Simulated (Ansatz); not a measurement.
Geometry optimisation, Ansatz 0.2.0, RKS B3LYP/def2-SVP.

input.yaml

```yaml
crystal:
  periodic: [false, false, false]
  atoms:
    - { symbol: Ga, position_ang: [-0.016159, 0.782205, -0.395641] }
    - { symbol: H, position_ang: [-0.066836, -0.189733, 2.203203] }
    - { symbol: "N", position_ang: [1.580996, -0.068491, -0.651332] }
    - { symbol: H, position_ang: [1.667805, -0.785132, -1.366248] }
    - { symbol: H, position_ang: [2.454419, 0.439915, -0.554115] }
    - { symbol: "N", position_ang: [-1.568029, 0.119532, -1.088591] }
    - { symbol: H, position_ang: [-1.644342, -0.834417, -1.425501] }
    - { symbol: H, position_ang: [-2.470591, 0.476574, -0.794386] }
    - { symbol: S, position_ang: [-0.13279, 2.722196, 0.758764] }
    - { symbol: H, position_ang: [1.178085, 2.706475, 1.093144] }
    - { symbol: H, position_ang: [-0.153259, 0.523776, 2.164303] }
basis:
  gaussian: { orbitals: def2-SVP }
hamiltonian:
  xc: b3lyp
relax:
  f_tol: 0.03
  max_steps: 50
```

Command:

```bash
$ ansatz run input.yaml --threads 4 --pin off --max-ram 5120MiB --backend cpu --events-out ev --progress --plain --runs-dir out
```

Question: Where does it end, and by what steps?

Answer: It converged. The force dipped under the threshold on the way, but the program's further checks kept it going. After 19 steps the energy has fallen by 0.167 eV; H2 moved furthest, 1.77 Å.

```
step  energy less start (eV)  largest force component (eV/Å)  accepted
   0                  0.0000                           1.828       yes
   1                 -0.1115                           0.147       yes
   2                 -0.1332                           0.125       yes
   3                 -0.1455                           0.163       yes
   4                 -0.1518                           0.060       yes
   5                 -0.1544                           0.060       yes
   6                 -0.1558                           0.173       yes
   7                 -0.1580                           0.205       yes
   8                 -0.1605                           0.245       yes
   9                 -0.1621                           0.130       yes
  10                 -0.1634                           0.040       yes
  11                 -0.1643                           0.033       yes
  12                 -0.1651                           0.096       yes
  13                 -0.1654                           0.057       yes
  14                 -0.1658                           0.028       yes
  15                 -0.1662                           0.020       yes
  16                 -0.1664                           0.033       yes
  17                 -0.1665                           0.035       yes
  18                 -0.1666                           0.032       yes
  19                 -0.1667                           0.021       yes
```

```xyz
11
Properties=species:S:1:pos:R:3
Ga -0.008 0.747 -0.694
H -0.174 0.051 3.957
N 1.603 0.005 -1.122
H 1.719 -0.577 -1.945
H 2.481 0.442 -0.863
N -1.546 0.174 -1.489
H -1.594 -0.708 -1.989
H -2.455 0.432 -1.121
S -0.158 2.383 0.819
H 1.176 2.435 1.042
H -0.216 0.510 3.349
```

Whether the end is a true minimum wasn't checked by a vibrational analysis.

Time of the run: 36 s on 4 threads of Arm Neoverse V1, with other jobs on the host, peak memory 0.28 GiB.
